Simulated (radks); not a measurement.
The numbers below are computed, except where a source is named.
Neutral aluminium inside a hard spherical wall (all orbitals vanish at R), configuration held at [Ne] 3s2 3p1 and not refilled when levels cross. Level of theory: non-relativistic Kohn-Sham, PBE, spin-polarised, spherical densities, point nucleus; open shells are filled with parallel spins first (a radial shooting solver on a logarithmic mesh with Libxc functionals). Eigenvalues in eV for spin up, with the zero of energy where the potential of the charges vanishes at infinity; a dash marks a level that is unbound or too diffuse for the functional's potential to be trusted. A positive occupied level is held by the wall or, in an anion where self-interaction has pushed it up, behind a barrier. The pressure on the wall is -dE/dV.

R (bohr),E (hartree),kinetic (hartree),e(2s),e(2p),e(3s),e(3p),"e(4s, empty)","e(4p, empty)",pressure (GPa)
free,-242.23204,241.839,-107.66,-69.633,-8.024,-3.018,-,-,0
20,-242.23204,241.839,-107.66,-69.633,-8.024,-3.018,-0.415,0.248,< 0.0001
15,-242.23203,241.839,-107.66,-69.631,-8.023,-3.017,-0.295,0.601,< 0.0001
10,-242.23125,241.845,-107.57,-69.546,-7.965,-2.949,0.725,2.466,0.0172
8,-242.22685,241.873,-107.29,-69.265,-7.787,-2.709,2.558,5.181,0.183
7,-242.21813,241.921,-106.89,-68.864,-7.534,-2.352,4.602,7.909,0.671
3.5,-241.52131,244.288,-96.867,-58.832,2.119,10.188,51.110,58.600,174
3,-240.85481,246.107,-91.998,-53.952,9.705,19.156,80.298,87.907,492
1.5,-224.50293,284.451,-42.522,-1.761,168.58,174.38,515.42,483.92,41900
